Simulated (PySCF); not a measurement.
A made-up structure of CH3AlSe, singlet:

```
6
angstrom
C -0.2363 -0.0827 -0.7730
Al 0.2492 0.4307 1.0071
Se 0.4953 -1.6863 0.3116
H -1.2631 -0.2766 -1.0709
H 0.5450 -2.9433 1.1468
H 0.3922 1.4980 2.1477
```

It is relaxed with PBE-D4/def2-SVP and then PBE0-D4/def2-TZVP (PySCF 2.14 with density fitting (its default auxiliary sets; JK sets also for MP2 and CCSD(T))). Atoms count as bonded within 1.22 times the sum of their covalent radii (H–H: 0.88 Å). The end point is not checked to be a true minimum.

**Question.** Does its bonding change? (Judge from chemistry; the calculation decides.)

**Answer.** Computed: No: no bond forms or breaks.

Where it ends: The first stage lowers the energy by 1.97 eV in 18 steps. It ends as CH₃AlSe ([CH]1[AlH][SeH]1):
| atom | x (Å) | y (Å) | z (Å) |
| --- | --- | --- | --- |
| C1 | -0.5790 | -0.2461 | -0.2730 |
| Al2 | 0.3114 | 0.5256 | 1.0518 |
| Se3 | 0.7462 | -1.6589 | -0.0067 |
| H4 | -1.2950 | -0.3990 | -1.0640 |
| H5 | 0.0788 | -2.6518 | 0.9003 |
| H6 | 0.9465 | 1.3997 | 2.1843 |

Labels in which every atom is bracketed show which atoms are joined, not bond orders.

For scale, one of the runs: PBE0-D4/def2-TZVP relaxation, 134 basis functions, launched by `OMP_NUM_THREADS=2 python run.py`. Time: 71 s of wall clock on 2 CPU threads of an Intel Xeon Platinum 8124M; the host was shared. Peak host memory: 1.2 GiB.
